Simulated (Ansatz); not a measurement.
Correlation energies of `Cl[B-]1(Cl)[OH+][B-](Cl)(Cl)[OH+]1` by basis set

```xyz
10

Cl   -1.902    1.522    1.100
B    -0.325    0.889    0.580
Cl    1.123    1.848    1.062
O    -0.154   -0.608    0.906
B     0.030   -0.941   -0.589
Cl    1.743   -1.346   -0.978
Cl   -1.206   -2.066   -1.192
O    -0.300    0.529   -0.919
H     0.610   -0.814    1.459
H     0.379    0.987   -1.430
```

Total charge 0; spin multiplicity 1. The structure was optimised at the PBE0-D4/def2-TZVP level. Frozen core, restricted reference, Ansatz 0.2.0.

```json
{"basis": "def2-SVP", "HF (Eh)": "-2037.80556", "MP2 corr.": "-1.08811", "CCSD corr.": "-1.14267", "(T)": "-0.02876", "CCSD(T) total": "-2038.97699"}
{"basis": "def2-TZVPP", "HF (Eh)": "-2038.66321", "MP2 corr.": "-1.44980", "CCSD corr.": "–", "(T)": "–", "CCSD(T) total": "–"}
{"basis": "def2-QZVPP", "HF (Eh)": "-2038.72178", "MP2 corr.": "-1.58055", "CCSD corr.": "–", "(T)": "–", "CCSD(T) total": "–"}
```
